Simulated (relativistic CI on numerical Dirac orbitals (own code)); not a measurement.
**Os²¹⁺: q coefficients and field-shift factors**

Method of calculation: Dirac-Coulomb-Breit CI, separate exchange-only KLI orbitals for each configuration, derivatives by finite differences, unscaled Slater integrals, QED left out (own radial code, finite nucleus).

CI space (outside the closed core [Ar] 3d10 4p6 4d10): 4s²4f⁹, 4s4f¹⁰, 4f¹¹. Levels of other configurations are missing.

With x = (α/α₀)² − 1 an excitation energy changes as ω = ω₀ + qx; K = 2q/ω₀ is the relative enhancement. Terms are leading LS components, so labels can repeat. The field-shift factor is F = δν/δ⟨r²⟩ for the transition from the lowest level.

Lowest level 4s²4f⁹ ⁶H°15/2.

```csv
Level,ω₀ (cm⁻¹),q (cm⁻¹),F (GHz/fm²)
4s²4f⁹ ⁶H°13/2,15923.8,18400,0.941
4s²4f⁹ ⁶F°11/2,20624.0,8639,0.575
4s²4f⁹ ⁶F°9/2,23267.5,701.3,0.266
4s²4f⁹ ⁶F°11/2,26584.5,22060,1.21
4s²4f⁹ ⁶H°9/2,30530.2,25080,1.37
4s²4f⁹ ⁶H°7/2,34500.3,22860,1.32
4s²4f⁹ ⁶F°7/2,36025.8,24460,1.4
4s²4f⁹ ⁶H°5/2,39064.5,29770,1.65
4s²4f⁹ ⁶F°3/2,39677.3,8796,0.777
4s²4f⁹ ⁶F°5/2,41365.5,25830,1.52
4s²4f⁹ ²K°15/2,44025.4,774.8,0.509
4s²4f⁹ ⁶F°1/2,44577.7,23790,1.46
4s²4f⁹ ⁴F°9/2,54065.7,27610,1.73
```

At this charge energies of transitions that change n are usually good to better than 1 %, and those within a shell (Δn = 0) to a few per cent. Terms inside the open d or f shell come out 10 to 20 % too wide with unscaled integrals.

(1) Which transition from the lowest level has the largest |K|?

## Answers

(1) 4s²4f⁹ ⁶H°13/2 at 15923.8 cm⁻¹, K = 2.31.
